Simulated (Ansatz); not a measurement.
Basis-set extrapolation for C₁₀H₂₂O, SMILES `CCCCCCCCCCO` (PBE0-D4/def2-TZVP geometry, frozen core, Ansatz 0.2.0). Multiplicity 1, RHF reference.

```tsv
	def2-TZVPP	def2-QZVPP
HF	-466.527927	-466.549862
MP2 correlation	-1.999679	-2.127725
CCSD(T) correlation	-2.192228	not run
```

Energies in hartree. Use E(X) = E(∞) + A·exp(−7.88·√X) for Hartree–Fock and E(X) = E(∞) + B·X^(−2.97) for correlation, with X = 3 and 4, and add CCSD(T) minus MP2 of the smaller set to the MP2 limit.

**Question.** What is the CCSD(T) energy at the basis-set limit?

**Answer.** HF limit: -466.549862 + (-0.021935) × 0.13774 = -466.55288. MP2 limit: -2.127725 + (-0.128046) × 0.74074 = -2.22257. Higher-order term: -2.192228 − (-1.999679) = -0.19255. Total: -468.96800 hartree, 650.7 kJ/mol below CCSD(T)/def2-TZVPP.
